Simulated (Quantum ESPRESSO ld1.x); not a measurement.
The numbers below are computed, except where a source is named.
Question: Species: Mn III. Configuration: [Ar] 3d4 4f1 (not the ground configuration). Level of theory: scalar-relativistic Kohn-Sham, PBE, spin-unpolarised, spherical densities, point nucleus (ld1.x of Quantum ESPRESSO 7.5). Some entries of the table are withheld. Estimate them.

orbital,occ.,eigenvalue (eV),<r> (bohr)
1s,2,-6461.24,0.06090
2s,2,-775.848,0.2794
2p,6,-662.068,0.2471
3s,2,-116.598,0.8439
3p,6,-85.0599,0.8890
3d,4,(1),1.047
4f,1,(2),(3)

Answer: 
(1) 3d eigenvalue (eV): -35.9822
(2) 4f eigenvalue (eV): -6.2305
(3) 4f <r> (bohr): 5.816
